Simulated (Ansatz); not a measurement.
C₂H₈OSSi, SMILES `OCC[SiH2]S`, relaxed with RKS PBE0-D4/def2-TZVP in Ansatz from a PBE-D4/def2-SVP geometry. The force threshold is 0.005 eV/Å; the program also tests the step.

Total charge 0; spin multiplicity 1.

Start:

```xyz
13

O    -0.321   -0.211   -1.631
C    -0.831    0.784   -0.746
C    -0.706    0.267    0.684
Si    1.058   -0.317    1.110
S     1.454   -2.295    0.341
H    -0.266    0.171   -2.526
H    -0.255    1.737   -0.842
H    -1.897    1.024   -0.983
H    -1.400   -0.584    0.856
H    -0.997    1.070    1.395
H     2.030    0.719    0.597
H     1.233   -0.423    2.600
H     0.900   -1.942   -0.856
```

(1) How much energy does the relaxation release, and in how many steps? (Best estimate.)

(2) Which bonds change most? (Best estimate.)

(3) Give the relaxed structure. (Estimate.)

Answers

(1) The calculation gave: 1.38 kcal/mol, in 11 steps.

(2) Computed: Si4–S5 from 2.159 to 2.134 Å; C3–Si4 from 1.906 to 1.883 Å; S5–H13 from 1.366 to 1.345 Å; Si4–H11 from 1.510 to 1.489 Å.

(3) Computed: 
```xyz
13

O    -0.323   -0.161   -1.630
C    -0.829    0.811   -0.728
C    -0.712    0.257    0.675
Si    1.033   -0.318    1.088
S     1.448   -2.299    0.412
H    -0.320    0.208   -2.516
H    -0.250    1.741   -0.807
H    -1.874    1.046   -0.967
H    -1.402   -0.580    0.816
H    -0.997    1.034    1.394
H     1.995    0.674    0.533
H     1.222   -0.385    2.561
H     1.008   -2.028   -0.830
```
